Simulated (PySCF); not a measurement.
Question: Give a GFN2-xTB geometry of `N(C#CC#C)=C=S` (isothiocyanate diacetylene).

Answer: 
```
atom  x, y, z in Å
C1     3.1016    0.2485    0.7175
C2     1.9349    0.2816    0.4093
C3     0.6346    0.3131    0.0550
C4    -0.5545    0.3737   -0.2002
N5    -1.7733    0.3812   -0.5791
C6    -2.9567    0.5472   -0.6010
S7    -4.4917    0.6783   -0.8126
H8     4.1142    0.2207    0.9865
```

Orientation and origin are arbitrary. Atoms count from 1 in this order. The 2 C–N bonds span 1.195 Å (N5=C6, drawn double) to 1.276 Å (C4–N5, drawn single), a spread of 0.081 Å. N5 (isothiocyanate nitrogen) is bent (angle 162.1°). The 7 heavy atoms lie in one plane (0.000 Å rms). The C–C distances run from 1.207 Å (C1≡C2, drawn triple) to 1.348 Å (C2–C3, drawn single), a spread of 0.141 Å.

Bonds between heavy atoms (Å): C1≡C2 1.207, C2–C3 1.348, C3≡C4 1.218, C4–N5 1.276, N5=C6 1.195, C6=S7 1.555.

Structure optimised with GFN2-xTB, isolated species.

Not checked by GFN2-xTB frequencies.

All values are computed, not measured.
